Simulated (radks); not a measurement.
The numbers below are computed, except where a source is named.
Question: Ionisation of the strontium ion Sr3+, [Ar] 3d10 4s2 4p5, to Sr4+, [Ar] 3d10 4s2 4p4, under several functionals. Dirac Kohn-Sham, spin-unpolarised, spherical densities, finite nucleus; open shells fill j = l - 1/2 first; a radial shooting solver on a logarithmic mesh with Libxc functionals. Known Delta-SCF values: OLYP 56.964 eV. What does exchange-only LDA give, and what is its highest occupied eigenvalue?

Answer: 55.389 eV by Delta-SCF; the 4p3/2 eigenvalue is -48.266 eV. NIST: 56.280 eV (semi-empirical).

Beside tabulated values, note that spin-unpolarised runs miss the spin-polarisation part of the exchange energy of open shells.
